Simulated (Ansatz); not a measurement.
`O=CC([SiH3])[SiH3]` + H₂ → `O=CC[SiH3]` + SiH₄  (hydrogenolysis of a C–Si bond)

Calculated with Ansatz (gas phase, PBE0-D4/def2-TZVP geometries, no zero-point term in ΔE). CBS: MP2 limit from def2 TZ/QZ plus the TZ coupled-cluster correction, frozen cores. This one scheme is used for every species. Functionals use def2-TZVPP. B3LYP here is the variant with VWN-RPA as its local correlation; programs differ in this. HSE06 is defined as in plane-wave codes. Each species was taken in one conformer, which may not be the lowest.

Problem. Is it downhill or uphill in electronic energy at CCSD(T)/CBS, and by how much? (Best estimate.)

Solution. The calculation gave: Downhill: ΔE = -2.5 kcal/mol.

Problem. What do these levels give: LDA (SPW92), B97M-V, r2SCAN0-D4, HSE06-D4, B2PLYP, BLYP, B3LYP, r2SCANh, HF/def2-TZVPP, MP2/def2-TZVPP, CCSD/def2-TZVPP, HF/def2-QZVPP? (An estimate is asked.)

Solution. The calculation gave: LDA (SPW92) -2.0, B97M-V -4.1, r2SCAN0-D4 -2.7, HSE06-D4 -2.6, B2PLYP -5.0, BLYP -7.0, B3LYP -7.1, r2SCANh -2.9, HF/def2-TZVPP -10.9, MP2/def2-TZVPP -1.1, CCSD/def2-TZVPP -5.0, HF/def2-QZVPP -10.8 kcal/mol.

Largest T1 diagnostic among the species: 0.014.

Leaving LDA and LC-ωPBE aside and taking each functional with its dispersion term where it has one, the values, not all of them listed here, spread over 4.7 kcal/mol, from B2PLYP to revPBE-D4. LDA lies +2.0 kcal/mol from PBE without D4. At CCSD(T), def2-SVP lies −4.1 kcal/mol from the extrapolated value and def2-TZVPP −0.8 kcal/mol. From r2SCAN to r2SCAN0 (25 % exact exchange), in def2-TZVPP and without D4, ΔE moves by −1.0 kcal/mol.
